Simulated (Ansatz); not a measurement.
Two isomers of CH7ClSi2: A = `[SiH3]C[SiH2]Cl`, B = `[SiH3][SiH2]CCl`.

Computed with Ansatz on PBE0-D4/def2-TZVP structures; ΔE is electronic, products minus reactants. CCSD(T)/CBS is the MP2 limit (def2-TZVPP, def2-QZVPP) plus CCSD(T) − MP2 in def2-TZVPP, frozen cores. Functionals use def2-TZVPP. B3LYP here is the variant with VWN-RPA as its local correlation; programs differ in this. One conformer a species, not always the lowest.

A:

```xyz
11

Si   -1.588    0.363   -0.220
C     0.207    0.097   -0.701
Si    1.310   -0.404    0.704
Cl    3.246   -0.654    0.039
H    -2.391    0.759   -1.406
H    -2.157   -0.888    0.347
H    -1.690    1.435    0.806
H     0.254   -0.674   -1.476
H     0.595    1.023   -1.139
H     1.339    0.640    1.757
H     0.876   -1.696    1.288
```

B:

Z-matrix (Å, degrees):
```
Si
Si 1 2.344
H 1 1.487 2 110.4
H 1 1.488 2 110.3 3 120.2
H 1 1.489 2 110.3 3 -120.2
C 2 1.889 1 109.7 3 179.7
H 2 1.486 1 110.2 3 -60.5
H 2 1.486 1 110.2 3 59.9
Cl 6 1.786 2 110.5 1 -180.0
H 6 1.091 2 111.6 1 -60.6
H 6 1.091 2 111.6 1 60.6
```

Question: Which isomer does CCSD(T)/CBS put lower? Give the gap. (Best estimate.)

Answer: Computed: A, by 180.7 kJ/mol.

Question: Give E(B) − E(A) in kJ/mol with PBE0-D4, r2SCAN-D4, ωB97M-V, PBE-D4, B3LYP, CCSD(T)/def2-TZVPP, B3LYP-D4. (Estimate.)

Answer: Computed: PBE0-D4 170.3, r2SCAN-D4 178.2, ωB97M-V 185.4, PBE-D4 160.7, B3LYP 172.6, CCSD(T)/def2-TZVPP 178.9, B3LYP-D4 174.0. None reverses the order clearly.

Largest T1 diagnostic: 0.011.

From PBE to PBE0 (25 % exact exchange), in def2-TZVPP and without D4, E(B) − E(A) moves by +9.8 kJ/mol.
